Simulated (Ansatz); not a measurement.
Basis-set extrapolation for C3H7BO, SMILES `CBC(C)=O` (PBE0-D4/def2-TZVP geometry, frozen core, the Gaussian-basis code of Ansatz). Multiplicity 1, RHF reference.

```
                      def2-TZVPP   def2-QZVPP
                 HF  -217.296878  -217.306967
    MP2 correlation    -0.834304    -0.891203
CCSD(T) correlation    -0.911952      not run
```

Energies in hartree. Use E(X) = E(∞) + A·exp(−7.88·√X) for Hartree–Fock and E(X) = E(∞) + B·X^(−2.97) for correlation, with X = 3 and 4, and add CCSD(T) minus MP2 of the smaller set to the MP2 limit.

Problem. What is the CCSD(T) energy at the basis-set limit?

Solution. HF limit: -217.306967 + (-0.010089) × 0.13774 = -217.30836. MP2 limit: -0.891203 + (-0.056899) × 0.74074 = -0.93335. Higher-order term: -0.911952 − (-0.834304) = -0.07765. Total: -218.31936 hartree, 290.2 kJ/mol below CCSD(T)/def2-TZVPP.
